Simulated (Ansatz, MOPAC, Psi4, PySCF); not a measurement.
System: MgF, charge 0, multiplicity 2. SMILES: [F][Mg]
Geometry: optimised at B3LYP-D3(BJ)/def2-TZVP (Ansatz, a first-principles code).

Wanted: vertical electron affinity to the singlet, in eV. Terms: UHF or UKS for open shells; six Cartesian d functions in 6-31G* and its kin unless marked 5d; no spin-orbit coupling; non-relativistic; each state is the SCF solution reached for its charge and spin. Ab initio and DFT rows: single points at B3LYP-D3(BJ) geometries (Ansatz). Semi-empirical rows: differences of heats of formation at the shared geometry for vertical values. The spin state of an ion or metal species was assumed, not searched.

```
level               program  vertical electron affinity to the singlet (eV)
------------------  -------  ----------------------------------------------
AM1                   MOPAC                                            1.19
PM3                   MOPAC                                            1.74
PM6                   MOPAC                                            2.30
B3LYP/STO-3G         Ansatz                                           -8.14
B3LYP/6-31G*         Ansatz                                            1.11
M06-2X/6-31G* (5d)    PySCF                                            1.07
wB97X-D/6-31G*         Psi4                                            1.05
PBE/def2-TZVPD       Ansatz                                            1.27
B3LYP/def2-TZVPD     Ansatz                                            1.34
M06-2X/def2-TZVPD     PySCF                                            1.31
```

No value to compare with is used here. The 7 habitual levels span -8.14 (B3LYP/STO-3G) to 2.30 eV (PM6); B3LYP/def2-TZVPD gives 1.34.

The levels are drawn from those run, B3LYP/6-31G* more often than the rest, none by its result; runs whose electronic state is in doubt are left out.
